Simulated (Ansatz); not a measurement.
Ansatz (a program for electronic structure) input (SVWN5/def2-TZVP):

Ansatz 0.2 input:
```yaml
crystal:
  periodic: [false, false, false]
  atoms:
    - {symbol: O, position_ang: [-0.00000000, -0.00000000, -1.33415556]}
    - {symbol: Se, position_ang: [0.00000000, 0.00000000, 0.31391896]}
basis:
  gaussian:
    orbitals: def2-TZVP
hamiltonian:
  xc: {name: SVWN5}
magnetization: {spin_polarized: true, initial_magnetization: 2}
relax: {f_tol: 0.003, max_steps: 100}
```

End of the output:

```
the calculation of the forces begins
reference -67288.85332027 eV, -2472.8197494970 hartree; 22, 20 occupied and 57, 59 virtual orbitals, 538 factors
relax step   1: F+E_penalty+E_count = -67288.85329870 eV  Δ(F+E_penalty+E_count) = +0.000e0 eV  max|allowed force component| = 1.507e-1 eV/Å  Δτ_max = 0.0000 Å  (28 SCF iters, accepted)
these checks for a lower state are left out or cut short: starts, cluster_reference, orbital_swaps, neighbouring_geometries, increment
integrals: 0.01 GiB planned
538 factors; their error is unknown
mean field: 0.18 GiB planned
mean field -67288.85351994 eV, -2472.8197568347 hartree, gradient 1.2e-5 eV, S^2 2.002833; 0 other end points of the search recorded, 0 dependent functions left out
the calculation of the forces begins
reference -67288.85354150 eV, -2472.8197576269 hartree; 22, 20 occupied and 57, 59 virtual orbitals, 538 factors
relax step   2: F+E_penalty+E_count = -67288.85351994 eV  Δ(F+E_penalty+E_count) = -2.212e-4 eV  max|allowed force component| = 6.532e-2 eV/Å  Δτ_max = 0.0010 Å  (32 SCF iters, accepted)
these checks for a lower state are left out or cut short: starts, cluster_reference, orbital_swaps, neighbouring_geometries, increment
integrals: 0.01 GiB planned
538 factors; their error is unknown
mean field: 0.18 GiB planned
mean field -67288.85357060 eV, -2472.8197586964 hartree, gradient 8.6e-5 eV, S^2 2.002827; 0 other end points of the search recorded, 0 dependent functions left out
the calculation of the forces begins
reference -67288.85359215 eV, -2472.8197594882 hartree; 22, 20 occupied and 57, 59 virtual orbitals, 538 factors
relax step   3: F+E_penalty+E_count = -67288.85357060 eV  Δ(F+E_penalty+E_count) = -5.066e-5 eV  max|allowed force component| = 4.655e-4 eV/Å  Δτ_max = 0.0008 Å  (21 SCF iters, accepted)
integrals: 0.01 GiB planned
538 factors; their error is unknown
mean field: 0.18 GiB planned
mean field evaluation 32: about -67288.8536 eV, gradient 8.6e-5 eV
mean field -67288.85357060 eV, -2472.8197586964 hartree, gradient 8.6e-5 eV, S^2 2.002827; 1 other end points of the search recorded, 0 dependent functions left out
the calculation of the forces begins
reference -67288.85359215 eV, -2472.8197594882 hartree; 22, 20 occupied and 57, 59 virtual orbitals, 538 factors
Total energy: -67288.85359215 eV, -2472.8197594882 hartree
Atom 0 at     0.000000     0.000000    -1.332353 Å, force     0.000000    -0.000000    -0.000466 eV/Å
Atom 1 at    -0.000000    -0.000000     0.312116 Å, force    -0.000000     0.000000     0.000466 eV/Å
Dipole moment:     0.000000    -0.000000     0.421026 e Å
```
